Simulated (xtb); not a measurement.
In(OH)(SeH)2 (H3InOSe2), SMILES [OH][In]([SeH])[SeH]. All values are semi-empirical tight-binding results from xtb (GFN2-xTB unless named), good for trends rather than for accurate numbers. The structure is a stationary point at GFN2-xTB. The structure was generated by enumeration; whether it is a known compound was not checked. The values are those of a single conformer.

Optimised geometry:

Bonds (Å): In1–O2 1.956, In1–Se4 2.554, In1–Se6 2.510, O2–H3 0.955, Se4–H5 1.441, Se6–H7 1.449. Angles (°): O2–In1–Se4 115.1, O2–In1–Se6 115.7, Se4–In1–Se6 129.2, In1–O2–H3 120.4, In1–Se4–H5 91.0, In1–Se6–H7 91.2.
Charge 0, spin multiplicity 1.

For metal compounds this method's bond lengths and energies can be far off.

Estimate the properties. (Estimate from the structure and the level; the computed values follow.)


The orbital gap comes out as 2.35 eV and the zero-point energy is 15.4 kcal/mol. The G − E(el) at 298.15 K (modified RRHO) is -8.2 kcal/mol.

Give the atomic charges and the Wiberg bond orders between heavy atoms. (Estimate from the structure and the level; the computed values follow.)

charges (e) In1 0.25, O2 -0.53, H3 0.30, Se4 -0.21, H5 0.16, Se6 -0.12, H7 0.15. Bond orders In1–O2 1.01, In1–Se4 0.83, In1–Se6 0.92.
